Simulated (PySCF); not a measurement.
## Relaxation of triplet Mg2Te

Method: UB3LYP in PySCF with Te def2-SVP with ECP28, Mg def2-SVP; scalar-relativistic core potentials, no spin–orbit coupling; density-fitted integrals. A (50,194) grid was used.

A hand-made bent start, of C2v symmetry, held to at least that symmetry:

```xyz
3
charge 0 multiplicity 3, angstrom
Te    0.0000    0.0000   -0.4254
Mg    2.2527    0.0000    1.1519
Mg   -2.2527    0.0000    1.1519
```

Question: What forces act on the atoms at the start (eV/Å)?

Answer: 
```json
{"atom": "Te1", "Fx": "0.00", "Fy": "0.00", "Fz": "0.20"}
{"atom": "Mg2", "Fx": "-0.32", "Fy": "0.00", "Fz": "-0.10"}
{"atom": "Mg3", "Fx": "0.32", "Fy": "0.00", "Fz": "-0.10"}
```

Question: What does it relax to?

Answer: It ends at C2v with Te–Mg 2.689 Å (×2); Mg–Te–Mg 93.7° (after a last refinement on a finer grid). A frequency run shows a minimum. Other isomers or separated fragments may lie lower.

Question: How much energy is released, and in how many steps?

Answer: 5.2 kJ/mol in 5 steps.

Spin–orbit coupling, left out here, can matter for elements this heavy.

The relaxation took of the order of 20 core-seconds on a shared host.
